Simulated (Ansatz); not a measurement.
A search over several starts for the lowest SCF solution of HgI2⁺ at the given spin, in a small basis.

```yaml
crystal:
  periodic: [false, false, false]
  atoms:
    - {symbol: Hg, position_ang: [0.000020, 0.000013, -0.000025]}
    - {symbol: I, position_ang: [-0.017092, -0.021395, 2.602141]}
    - {symbol: I, position_ang: [0.017082, 0.021393, -2.602116]}
basis:
  gaussian: {orbitals: def2-SVP}
total_charge: 1
magnetization: {spin_polarized: true, initial_magnetization: 1}
hamiltonian: {xc: pbe0, dispersion: d4}
output: {orbitals: {seedname: orbitals}}
```

```sh
$ ansatz run in.yaml --threads 2 --pin off --events-out ev --progress --plain --max-ram 4352MiB
```

Output, abridged:

```
Functional definition: PBE0
994 factors; integrals over basis functions are off by at most 1.4e-4 eV
mean field evaluation 1: about -20369.8145 eV, gradient 1.6e1 eV
mean field evaluation 2: about -20368.8755 eV, gradient 2.2e1 eV
mean field evaluation 4: about -20371.4406 eV, gradient 4.4e-1 eV
mean field evaluation 8: about -20371.5685 eV, gradient 2.7e-1 eV
mean field evaluation 16: about -20371.5691 eV, gradient 2.9e-5 eV
mean field evaluation 32: about -20371.1287 eV, gradient 2.6e0 eV
mean field evaluation 64: about -20371.5691 eV, gradient 5.9e-2 eV
mean field -20371.56911130 eV, -748.6413564947 hartree, gradient 2.8e-6 eV, S^2 0.754714; 8 other end points of the search recorded, 0 dependent functions left out
reference -20371.56913301 eV, -748.6413572926 hartree; 35, 34 occupied and 49, 50 virtual orbitals, 994 factors
Total energy: -20371.65860264 eV, -748.6446452408 hartree
```

It took 29 s on 2 threads of Intel Xeon Platinum 8259CL on a shared host.

Other converged states that the search met: 0.38 eV higher (⟨S²⟩ = 0.75).

In the def2 sets Hg, I take a core potential; there is no spin–orbit coupling.
